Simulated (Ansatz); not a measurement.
Input:

```yaml
crystal:
  periodic: [false, false, false]
  atoms:
    - { symbol: C, position_ang: [-0.7127, 1.0869, 0.1201] }
    - { symbol: Si, position_ang: [0.1207, -0.2126, -0.8405] }
    - { symbol: As, position_ang: [1.9445, -0.9094, 0.3541] }
    - { symbol: Se, position_ang: [-1.2126, -1.9623, -1.1547] }
    - { symbol: H, position_ang: [-0.0729, 1.9825, 0.2444] }
    - { symbol: H, position_ang: [-1.6492, 1.4817, -0.468] }
    - { symbol: H, position_ang: [-1.0581, 0.738, 1.0966] }
    - { symbol: H, position_ang: [0.5944, 0.3312, -2.1505] }
    - { symbol: H, position_ang: [2.7911, 0.3998, 0.03604] }
    - { symbol: H, position_ang: [2.59097, -1.65717, -0.87985] }
    - { symbol: H, position_ang: [-1.436, -2.144, 0.3905] }
basis:
  gaussian: { orbitals: def2-SVP }
hamiltonian:
  xc: pbe0
  dispersion: d4
relax:
  f_tol: 0.015
  max_steps: 40
output:
  orbitals: {}
```

Command:

```bash
$ ansatz run input.yaml --threads 2 --pin off --max-ram 3072MiB --backend cpu --events-out ev --progress --plain --runs-dir out
```

Hardware: 2 threads of Arm Neoverse V1 (shared host).

**Question.** Roughly how long does this run take, and how much memory?

**Answer.** 51 s, with a peak of 0.38 GiB, for 9 ionic steps.
